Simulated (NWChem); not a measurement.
The numbers come from NWChem runs, not from measurements. System: silicon monosulfide (SSi), charge 0, spin multiplicity 1, at a geometry optimised with PBE0/def2-SVP. Level: MP2/def2-TZVP, 10 core orbitals frozen.

Input file:

```
start mol
memory heap 200 mb stack 900 mb global 1100 mb
geometry units angstroms nocenter noautoz
  Si     0.000000     0.000000     1.034479
  S      0.000000     0.000000    -0.905170
  symmetry group C2v
end
basis spherical
  * library def2-tzvp
end
scf
  rhf
  nopen 0
  maxiter 100
  thresh 1e-7
  semidirect memsize 60000000 filesize 0
end
mp2
  freeze core 10
end
task mp2 energy
```

NWChem printed:

```
             Northwest Computational Chemistry Package (NWChem) 7.3.0
             --------------------------------------------------------

                                NWChem Input Module
                                -------------------

 Scaling coordinates for geometry "geometry" by  1.889725989
 (inverse scale =  0.529177249)

 Turning off AUTOSYM since
 SYMMETRY directive was detected!

                             Geometry "geometry" -> ""
                             -------------------------

 Output coordinates in angstroms (scale by  1.889725989 to convert to a.u.)

  No.       Tag          Charge          X              Y              Z
 ---- ---------------- ---------- -------------- -------------- --------------
    1 Si                  14.0000     0.00000000     0.00000000     1.03447900
    2 S                   16.0000     0.00000000     0.00000000    -0.90517000

 Effective nuclear repulsion energy (a.u.)      61.1119350851

            Nuclear Dipole moment (a.u.)
            ----------------------------
        X                 Y               Z
 ---------------- ---------------- ----------------
     0.0000000000     0.0000000000    -0.0000264562

      Symmetry information
      --------------------

 Group name             C2v
 Group number             16
 Group order               4
 No. of unique centers     2

      Symmetry unique atoms

     1    2


 Summary of "ao basis" -> "" (spherical)
 ------------------------------------------------------------------------------
       Tag                 Description            Shells   Functions and Types
 ---------------- ------------------------------  ------  ---------------------
 *                         def2-tzvp                  on all atoms

 Summary of "ao basis" -> "ao basis" (spherical)
 ------------------------------------------------------------------------------
       Tag                 Description            Shells   Functions and Types
 ---------------- ------------------------------  ------  ---------------------
 Si                        def2-tzvp                13       37   5s5p2d1f
 S                         def2-tzvp                13       37   5s5p2d1f

                                 NWChem SCF Module
                                 -----------------

  ao basis        = "ao basis"
  functions       =    74
  atoms           =     2
  closed shells   =    15
  open shells     =     0
  charge          =   0.00
  wavefunction    = RHF
  use symmetry    = T
  symmetry adapt  = T

 Summary of "ao basis" -> "ao basis" (spherical)
 ------------------------------------------------------------------------------
       Tag                 Description            Shells   Functions and Types
 ---------------- ------------------------------  ------  ---------------------
 Si                        def2-tzvp                13       37   5s5p2d1f
 S                         def2-tzvp                13       37   5s5p2d1f

      Symmetry analysis of basis
      --------------------------

        a1         32
        a2          6
        b1         18
        b2         18

 Forming initial guess at       0.1s

      Superposition of Atomic Density Guess
      -------------------------------------

 Sum of atomic energies:        -686.31491183

      Non-variational initial energy
      ------------------------------

 Total energy =    -686.511503
 1-e energy   =   -1071.566166
 2-e energy   =     323.942728
 HOMO         =      -0.285601
 LUMO         =      -0.038961

      Symmetry analysis of molecular orbitals - initial
      -------------------------------------------------

 !! scf_movecs_sym_adapt:   48 vectors were symmetry contaminated

  Symmetry fudging

 !! scf_movecs_sym_adapt:   46 vectors were symmetry contaminated

  Numbering of irreducible representations:

     1 a1          2 a2          3 b1          4 b2

  Orbital symmetries:

     1 a1          2 a1          3 a1          4 a1          5 b2
     6 b1          7 a1          8 a1          9 b2         10 b1
    11 a1         12 a1         13 b1         14 b2         15 a1
    16 b2         17 b1         18 a1         19 a1         20 b2
    21 b1         22 a1         23 a1         24 a2         25 a1

 Starting SCF solution at       0.9s

 ----------------------------------------------
         Quadratically convergent ROHF

 Convergence threshold     :          1.000E-07
 Maximum no. of iterations :          100
 Final Fock-matrix accuracy:          1.000E-09
 ----------------------------------------------

              iter       energy          gnorm     gmax       time
             ----- ------------------- --------- --------- --------
                 1     -686.4523674260  6.28D-01  2.01D-01      1.0
                 2     -686.4925768843  1.64D-01  6.19D-02      1.0
                 3     -686.4959262994  1.05D-02  3.81D-03      1.1
                 4     -686.4959412776  3.25D-05  1.45D-05      1.2
                 5     -686.4959412778  5.67D-09  1.60D-09      1.3

       Final RHF  results
       ------------------

         Total SCF energy =   -686.495941277775
      One-electron energy =  -1072.645648001189
      Two-electron energy =    325.037771638286
 Nuclear repulsion energy =     61.111935085127

        Time for solution =      0.3s

       Symmetry analysis of molecular orbitals - final
       -----------------------------------------------

  Numbering of irreducible representations:

     1 a1          2 a2          3 b1          4 b2

  Orbital symmetries:

     1 a1          2 a1          3 a1          4 a1          5 b1
     6 b2          7 a1          8 b2          9 b1         10 a1
    11 a1         12 a1         13 a1         14 b1         15 b2
    16 b2         17 b1         18 a1         19 b1         20 b2
    21 a1         22 a1         23 a1         24 a2         25 a1

             Final eigenvalues
             -----------------

              1
    1  -91.9358
    2  -68.8362
    3   -8.9418
    4   -6.6222
    5   -6.6216
    6   -6.6216
    7   -6.1826
    8   -4.2833
    9   -4.2833
   10   -4.2833
   11   -0.9380
   12   -0.5726
   13   -0.3896
   14   -0.3866
   15   -0.3866
   16    0.0247
   17    0.0247
   18    0.1394
   19    0.2801
   20    0.2801
   21    0.2828
   22    0.3189
   23    0.3258
   24    0.3258
   25    0.3353

                       ROHF Final Molecular Orbital Analysis
                       -------------------------------------

 Vector   13  Occ=2.000000D+00  E=-3.896357D-01  Symmetry=a1
              MO Center= -1.2D-15,  7.4D-16,  6.0D-01, r^2= 3.2D+00
   Bfn.  Coefficient  Atom+Function         Bfn.  Coefficient  Atom+Function
  ----- ------------  ---------------      ----- ------------  ---------------
     5      0.465168  1 Si s                 54     -0.350219  2 S  pz
    17      0.320600  1 Si pz                 4      0.275201  1 Si s
    57     -0.245801  2 S  pz                 3     -0.168622  1 Si s
    51     -0.158622  2 S  pz

 Vector   14  Occ=2.000000D+00  E=-3.866001D-01  Symmetry=b1
              MO Center= -1.8D-16,  9.5D-31, -5.0D-01, r^2= 1.9D+00
   Bfn.  Coefficient  Atom+Function         Bfn.  Coefficient  Atom+Function
  ----- ------------  ---------------      ----- ------------  ---------------
    52      0.446105  2 S  px                55      0.301935  2 S  px
    15      0.201008  1 Si px                49      0.197682  2 S  px
    43     -0.161032  2 S  px

 Vector   15  Occ=2.000000D+00  E=-3.866001D-01  Symmetry=b2
              MO Center= -1.1D-30,  2.5D-16, -5.0D-01, r^2= 1.9D+00
   Bfn.  Coefficient  Atom+Function         Bfn.  Coefficient  Atom+Function
  ----- ------------  ---------------      ----- ------------  ---------------
    53      0.446105  2 S  py                56      0.301935  2 S  py
    16      0.201008  1 Si py                50      0.197682  2 S  py
    44     -0.161032  2 S  py

 Vector   16  Occ=0.000000D+00  E= 2.470648D-02  Symmetry=b2
              MO Center=  7.2D-30, -8.9D-16,  8.7D-01, r^2= 4.0D+00
   Bfn.  Coefficient  Atom+Function         Bfn.  Coefficient  Atom+Function
  ----- ------------  ---------------      ----- ------------  ---------------
    19      0.740446  1 Si py                56     -0.435807  2 S  py
    16      0.309943  1 Si py                53     -0.184366  2 S  py

 Vector   17  Occ=0.000000D+00  E= 2.470648D-02  Symmetry=b1
              MO Center=  1.8D-15, -6.1D-30,  8.7D-01, r^2= 4.0D+00
   Bfn.  Coefficient  Atom+Function         Bfn.  Coefficient  Atom+Function
  ----- ------------  ---------------      ----- ------------  ---------------
    18      0.740446  1 Si px                55     -0.435807  2 S  px
    15      0.309943  1 Si px                52     -0.184366  2 S  px

 Vector   18  Occ=0.000000D+00  E= 1.394187D-01  Symmetry=a1
              MO Center= -2.4D-17,  4.1D-17,  8.4D-01, r^2= 6.9D+00
   Bfn.  Coefficient  Atom+Function         Bfn.  Coefficient  Atom+Function
  ----- ------------  ---------------      ----- ------------  ---------------
    42      1.897496  2 S  s                 20      1.679380  1 Si pz
     5     -1.603781  1 Si s                 57      0.888247  2 S  pz
    17      0.276854  1 Si pz                54      0.254753  2 S  pz
    28     -0.179493  1 Si d  0

 center of mass
 --------------
 x =   0.00000000 y =   0.00000000 z =   0.00004375

 moments of inertia (a.u.)
 ------------------
         200.462357521714           0.000000000000           0.000000000000
           0.000000000000         200.462357521714           0.000000000000
           0.000000000000           0.000000000000           0.000000000000

  Mulliken analysis of the total density
  --------------------------------------

    Atom       Charge   Shell Charges
 -----------   ------   -------------------------------------------------------
    1 Si  14    13.64   2.00  0.59  1.38  1.09  0.77  4.10  1.74  0.42  0.95  0.38  0.07  0.13  0.02
    2 S   16    16.36   2.01  0.49  1.48  1.05  0.79  4.18  1.69  0.87  2.36  1.37  0.02  0.05  0.00

       Multipole analysis of the density wrt the origin
       ------------------------------------------------

     L   x y z        total         open         nuclear
     -   - - -        -----         ----         -------
     0   0 0 0     -0.000000      0.000000     30.000000

     1   1 0 0      0.000000      0.000000      0.000000
     1   0 1 0     -0.000000      0.000000      0.000000
     1   0 0 1      0.924246      0.000000     -0.000026

     2   2 0 0    -18.998383      0.000000      0.000000
     2   1 1 0      0.000000      0.000000      0.000000
     2   1 0 1      0.000000      0.000000      0.000000
     2   0 2 0    -18.998383      0.000000      0.000000
     2   0 1 1     -0.000000      0.000000      0.000000
     2   0 0 2    -19.715087      0.000000    100.316121

                   NWChem MP2 Semi-direct Energy/Gradient Module
                   ---------------------------------------------

  Basis functions       =     74
  Molecular orbitals    =     74
  Frozen core           =     10
  Frozen virtuals       =      0
  Active alpha occupied =      5
  Active beta occupied  =      5
  Active alpha virtual  =     59
  Active beta virtual   =     59
  Use MO symmetry       = T
  Use skeleton AO sym   = T

  AO/Fock/Back tols     =   1.0D-09  1.0D-09  1.0D-09

 GA uses MA = F    GA memory limited = T

 Available:
  local mem=  1.26D+08
 global mem=  1.44D+08
 local disk=  0.00D+00
  mp2_memr nvloc                    59
  nvloc new                    59
   1 passes of   5:        4194304                      25915                   2764683.
   1 passes of   5: M    126152428           G      144168248           F     121958124.

 Semi-direct pass number   1 of   1  for RHF alpha+beta  at        1.4s
  vrange nnbf                  2747
  mp2_eaftype                    10  avail_ma_in_mb                  1099
 EAF : mp2_eaftype filesize          10    1382341.
  mp2_eaf for mointskh                     10
Node 0 wrote      6.5 Mb in      0.0 s     Agg I/O rate:  2709.8 Mb/s
 Done moints_semi at        2.9s
  mp2_eaftype                    10  avail_ma_in_mb                  1089
 EAF : mp2_eaftype filesize          10    1382341.
  mp2_eaf for kh                    10
 Done maket at        2.9s
 Done multipass loop at        2.9s

          -------------------------------------------
          SCF energy                -686.495941277775
          Correlation energy          -0.256028799486
          Singlet pairs               -0.164069447899
          Triplet pairs               -0.091959351588
          Total MP2 energy          -686.751970077261
          -------------------------------------------

          ---------------------------------------------------
                    Spin Component Scaled (SCS) MP2
          Same spin pairs                     -0.061306234392
          Same spin scaling factor             0.333333333333
          Opposite spin pairs                 -0.194722565095
          Opposite spin scaling fact.          1.200000000000
          SCS-MP2 correlation energy          -0.254102489577
          Total SCS-MP2 energy              -686.750043767352
          ---------------------------------------------------

 -----------------------
 Performance information
 -----------------------

 Timer overhead =  2.73D-07 seconds/call

               Nr. of calls         CPU time (s)                 Wall time (s)                GFlops
             ---------------    -------------------     ------------------------------   -------------------
Name         Min   Avg   Max    Min     Avg     Max     Min     Avg     Max   Mx/calls   Min     Max     Sum
mp2: moin     1     1     1    1.5     1.5     1.5      1.5     1.5     1.5     1.5      0.0     0.0     0.0
mp2: make     1     1     1   3.87E-2 3.87E-2 3.87E-2  3.87E-2 3.87E-2 3.87E-2 3.87E-2   0.0     0.0     0.0
mp2: tota     1     1     1    1.6     1.6     1.6      1.6     1.6     1.6     1.6      0.0     0.0     0.0

 The average no. of pstat calls per process was 3.00D+00
 with a timing overhead of 8.18D-07s

 Task  times  cpu:        2.9s     wall:        2.9s

 Total times  cpu:        2.9s     wall:        2.9s
```
